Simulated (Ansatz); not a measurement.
Mulliken charges of CH6S2Si, SMILES `CSS[SiH3]` from PBE/def2-TZVPP in Ansatz (PBE0-D4/def2-TZVP geometry).

| atom | x (Å) | y (Å) | z (Å) | charge (e) |
| --- | --- | --- | --- | --- |
| C1 | -0.839 | 1.368 | -1.053 | -0.250 |
| S2 | 0.388 | 1.522 | 0.255 | -0.062 |
| S3 | 1.678 | -0.022 | -0.185 | -0.168 |
| Si4 | 0.697 | -1.489 | 1.026 | 0.251 |
| H5 | -0.379 | 1.496 | -2.032 | 0.125 |
| H6 | -1.560 | 2.172 | -0.883 | 0.115 |
| H7 | -1.353 | 0.408 | -0.996 | 0.119 |
| H8 | -0.716 | -1.639 | 0.594 | -0.046 |
| H9 | 0.743 | -1.096 | 2.454 | -0.033 |
| H10 | 1.423 | -2.772 | 0.823 | -0.051 |

Problem. By hand: the dipole of these point charges (1 e Å = 4.8032 D).

Solution. Σ q r = (-0.373, -0.068, -0.088) e Å, of length 0.389 e Å = 1.87 D.

Problem. How does the dipole of the full density compare? (Best estimate.)

Solution. Ansatz gave: (-0.308, -0.044, -0.136) e Å, 1.63 D; the point charges give 1.15 times that, at 11° from its direction.

Point charges leave out the atoms' own dipoles, such as those of lone pairs, and Mulliken's split depends on the basis, so the close match here is no proof of good charges.
